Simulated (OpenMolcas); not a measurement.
## O2+: effect of the active space

```
Program             : OpenMolcas 26.06
Method              : CASSCF or its RAS form
Basis               : ANO-RCC-VTZP
Scalar Hamiltonian  : DKH2, point nucleus
Spin-orbit coupling : state interaction with AMFI integrals over the reference wave functions, term energies averaged over their components
```

A. 2 electrons in 3 orbitals (2p); 2S+1 = 3 even, 3 roots; 2S+1 = 1 even, 6 roots; cost roughly 2.4 core-seconds
B. 4 electrons in 4 orbitals (2s 2p); 2S+1 = 3 even, 6 roots; 2S+1 = 1 even, 11 roots; 2S+1 = 5 odd, 1 root; 2S+1 = 3 odd, 9 roots; 2S+1 = 1 odd, 8 roots; cost about 13 core-seconds
C. 4 electrons in 8 orbitals (2s 2p 3s 3p); 2S+1 = 3 even, 3 roots; 2S+1 = 1 even, 11 roots; 2S+1 = 5 odd, 1 root; 2S+1 = 3 odd, 9 roots; 2S+1 = 1 odd, 8 roots; cost about 17 core-seconds
D. 4 electrons in 9 orbitals (RAS2 2s 2p; RAS3 3d, at most 2 electrons); 2S+1 = 3 even, 6 roots; 2S+1 = 1 even, 11 roots; 2S+1 = 5 odd, 1 root; 2S+1 = 3 odd, 9 roots; 2S+1 = 1 odd, 8 roots; cost roughly 25 core-seconds

Energies in cm-1 above 2s2 2p2 3P0, the measured ground level; measured values from Moore, Selected Tables of Atomic Spectra, NSRDS-NBS 3, section 11.

```tsv
Level	A	B	C	D	Measured
2s2 2p2 3P0	0.0	0.0	0.0	0.0	0.0
2s2 2p2 3P1	114	106	109	105	113
2s2 2p2 3P2	336	312	323	311	
2s2 2p2 1D2	22739	22550	22867	22214	20273
2s2 2p2 1S0	56077	40399	39697	46446	43186
```

Deviations, from unrounded energies. A percentage is the sum of absolute deviations over the sum of measured energies, with the sign that they share, or ± where signs differ.

```csv
Against measurement,Levels,A,B,C,D
mean absolute deviation (cm-1),3,5100,1700,2000,1700
fine structure of the ground term (%),1,+0.3,-6.5,-3.3,-7.0
other terms of the ground configuration (%),2,+24.2,±8.0,±9.6,+8.2
```

B, D lie about equally close to measurement and A furthest from it. The largest miss of B in the table is 2s2 2p2 1S0, by -2800 cm-1. The ranking rests on the paired levels alone, and a cruder setting can come out closer through cancelling errors.

Among A to D the level of the table that moves most is 2s2 2p2 1S0, by 16000 cm-1 (lowest in C, highest in A).

With the s shell closed, the reference lacks s² → p² mixing (holds for A). Active for correlation alone: 3p 3s; no level in the range computed is led by a configuration that fills them, so any true level of that kind is missing (holds for C). Active for correlation alone: 3d; no level in the range computed is led by a configuration that fills it, so any true level of that kind is missing (holds for D). Computed and measured levels are paired by configuration, term and J; levels that our copy of the source lacks, or whose pairing is in doubt (as where it misses far off the trend of its configuration), stay unpaired and out of the deviations. Only configurations of the active space appear. The table leaves out levels that lie high or whose names do not pair safely across all columns.
